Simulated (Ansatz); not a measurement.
CH6AlBO: where a starting geometry ends

The starting geometry of this gas-phase singlet is a saddle point at PBE0-D3(BJ)/def2-SVP, pushed by 0.25 Å along its imaginary mode; its bonds are those of `B[O][AlH][CH3]`.

```yaml
atoms:
  - { symbol: C, position_ang: [-1.9322, 1.2271, -0.6616] }
  - { symbol: Al, position_ang: [-0.7002, -0.1600, -1.2167] }
  - { symbol: B, position_ang: [0.3585, -2.0526, 0.9393] }
  - { symbol: O, position_ang: [-0.1155, -1.2279, -0.0093] }
  - { symbol: H, position_ang: [-0.2456, -3.0784, 1.1818] }
  - { symbol: H, position_ang: [1.3586, -1.7576, 1.5492] }
  - { symbol: H, position_ang: [-1.3810, 2.0453, -0.1147] }
  - { symbol: H, position_ang: [-2.7134, 0.8228, 0.0560] }
  - { symbol: H, position_ang: [-2.4490, 1.7137, -1.5384] }
  - { symbol: H, position_ang: [-0.1558, -0.4244, -2.6824] }
```

Task: Predict what it relaxes into with PBE0-D3(BJ)/def2-SVP.

Result: It keeps its bonds, and is `B[O][AlH][CH3]`.

The energy falls by 0.05 eV over 36 steps:

```tsv
step	E − E(last) (eV)
1	0.047
5	0.004
9	0.003
13	0.002
17	0.001
20	0.001
24	0.000
28	0.000
32	0.000
36	0.000
```

Final geometry (Å):

```yaml
atoms:
  - { symbol: C, position_ang: [-1.9327, 1.2470, -0.6521] }
  - { symbol: Al, position_ang: [-0.5999, -0.0741, -1.1509] }
  - { symbol: B, position_ang: [0.2813, -2.1345, 0.9113] }
  - { symbol: O, position_ang: [-0.1039, -1.2319, 0.0085] }
  - { symbol: H, position_ang: [-0.3142, -3.1928, 0.9987] }
  - { symbol: H, position_ang: [1.2237, -1.8925, 1.6430] }
  - { symbol: H, position_ang: [-1.5361, 2.2697, -0.7700] }
  - { symbol: H, position_ang: [-2.2719, 1.1320, 0.3888] }
  - { symbol: H, position_ang: [-2.8174, 1.1796, -1.3078] }
  - { symbol: H, position_ang: [0.0953, -0.1945, -2.5661] }
```

Frequencies at the end are all real (lowest 38 cm⁻¹). Run with Ansatz 0.2.0, 73 s on 2 threads of Arm Neoverse V1, with other jobs on the host.
